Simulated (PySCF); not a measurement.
Dipole moment and polarisability of `FC1=C[C@H]2C=C[C@@H]1C=C2`

C8H7F.
Numbering: `[F:1][C:2]1=[CH:3][C@H:4]2[CH:5]=[CH:6][C@@H:7]1[CH:8]=[CH:9]2` (hydrogens: H10 on C3; H11 on C4; H12 on C5; H13 on C6; H14 on C7; H15 on C8; H16 on C9)

Cartesian coordinates in Å at the GFN2-xTB level; atoms count from 1:
```xyz
16
C8H7F angstrom
F      1.9875    0.1189    2.0079
C      0.9439    0.1099    1.1627
C     -0.3058    0.4227    1.4582
C     -1.2137    0.2955    0.2526
C     -0.5941    1.1704   -0.8234
C      0.6627    0.8671   -1.0946
C      1.1931   -0.2940   -0.2712
C      0.2237   -1.4363   -0.5208
C     -1.0316   -1.1262   -0.2506
H     -0.6805    0.7310    2.4148
H     -2.2475    0.5477    0.4736
H     -1.1746    1.9451   -1.2894
H      1.2949    1.3496   -1.8171
H      2.2340   -0.5407   -0.4662
H      0.5837   -2.3797   -0.8873
H     -1.8831   -1.7720   -0.3607
```

Level: PBE0/def2-SVPD (PySCF), static field, nuclei fixed, core orbitals frozen in the response. The polarisability tensor in these axes (au):

```
x   88.72 -3.69 -2.36
y   -3.69 73.35  0.77
z   -2.36  0.77 73.78
```

Q: Diagonalise the tensor; give its mean and Δα, where Δα² is half the sum of the squared differences of the eigenvalues.

A: Principal values 72.46, 73.46 and 89.94 au; mean 78.62 au = 11.65 Å³ = 12.96 × 10⁻⁴⁰ C²·m²/J; Δα = 17.00 au (22 % of the mean).

Q: What is the dipole moment, and where does it point?

A: (-1.19, -0.07, -1.21) D, 1.70 D in size, pointing from the negative to the positive side. Measured along this direction, the outermost atoms are F1 at the negative end and H12 and H16 at the positive end.

Q: Find the Langevin capture rate constant for H3O+ (19.018 u) meeting this molecule (122.053 u), k = 2.342 × 10⁻⁹ cm³/s × √(α in Å³ / reduced mass in u).

A: The reduced mass is 16.45 u, so k = 1.97 × 10⁻⁹ cm³/s. The formula leaves out the permanent dipole, which adds to the capture rate.

Q: Along which axes do the principal values lie, and how far do the nuclei extend along each?

A: Largest value along (0.96, -0.22, -0.15), where the nuclei span 4.70 Å; middle along (0.19, 0.19, 0.96), 3.58 Å; least along (0.18, 0.96, -0.23), 3.91 Å. The strongest response lies along the longest span, while the other two are in reverse order.

Q: Rayleigh depolarisation ratio (linearly polarised light, static tensor)?

A: ρ = 3Δα²/(45ᾱ² + 4Δα²) = 867.1/(278125 + 1156.1) = 0.0031.

Geometry: GFN2-xTB; no solvent, vibrations or thermal averaging.
